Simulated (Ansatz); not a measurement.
Abridged output of a molecular run in Ansatz:

```
Functional definition: HF
1744 factors; integrals over basis functions are off by at most 9.9e-4 eV
mean field evaluation 1: about -25220.8345 eV, gradient 3.7e1 eV
mean field evaluation 2: about -25221.1650 eV, gradient 3.7e1 eV
mean field evaluation 4: about -25224.5884 eV, gradient 4.5e0 eV
mean field evaluation 8: about -25224.6693 eV, gradient 3.8e-1 eV
mean field evaluation 16: about -25224.6699 eV, gradient 1.2e-6 eV
mean field -25224.66993083 eV, -926.9895220627 hartree, gradient 1.2e-6 eV, S^2 0.000000; 0 other end points of the search recorded, 0 dependent functions left out
14 core orbitals not correlated: weight in the atoms' cores, before any rotation towards them, 1.000 or more for the frozen orbitals, at most 0.000 for the correlated occupied ones
reference -25224.66993083 eV, -926.9895220627 hartree; 18, 18 occupied and 260, 260 virtual orbitals, 1744 factors
second order -28.44707016 eV of doubles, -0.00000000 eV of singles
cycle   1  -29.12797320 eV  change   -6.8e-1 eV  update   1.2e-1
cycle   2  -29.84790354 eV  change   -7.2e-1 eV  update   3.6e-2
cycle   3  -30.01112644 eV  change   -1.6e-1 eV  update   2.0e-2
cycle   4  -29.99221821 eV  change    1.9e-2 eV  update   5.1e-3
cycle   5  -29.98990280 eV  change    2.3e-3 eV  update   2.6e-3
cycle   6  -29.99105612 eV  change   -1.2e-3 eV  update   8.2e-4
cycle   7  -29.99068874 eV  change    3.7e-4 eV  update   3.3e-4
cycle   8  -29.99058575 eV  change    1.0e-4 eV  update   1.1e-4
cycle   9  -29.99065542 eV  change   -7.0e-5 eV  update   4.2e-5
cycle  10  -29.99067627 eV  change   -2.1e-5 eV  update   1.7e-5
perturbative correction -1.13755674 eV, -0.0418044392 hartree
Total energy: -25255.79816384 eV, -928.1334635264 hartree
```

Its atoms:

Cartesian coordinates in Å:
```
F -2.393 -1.720 -0.674
C -2.039 -1.105 0.488
O -1.227 -0.014 0.187
B 0.114 -0.072 0.333
Si 1.262 1.481 -0.262
S 2.550 0.738 -1.818
H -1.504 -1.829 1.111
H -2.947 -0.734 0.969
H 0.601 -1.077 0.792
H 2.058 2.037 0.869
H 0.511 2.589 -0.904
H 3.014 -0.294 -1.092
```

Question: Which basis set was used?
A. def2-TZVPP
B. def2-TZVPPD
C. def2-SVP
D. cc-pV(Q+d)Z

Answer: A. It gives 292 functions.

Question: Write the keys of the input that set method, charge and spin (a neutral closed shell needs none for the last two).

Answer: 
```yaml
correlation: {method: ccsd_t}
```
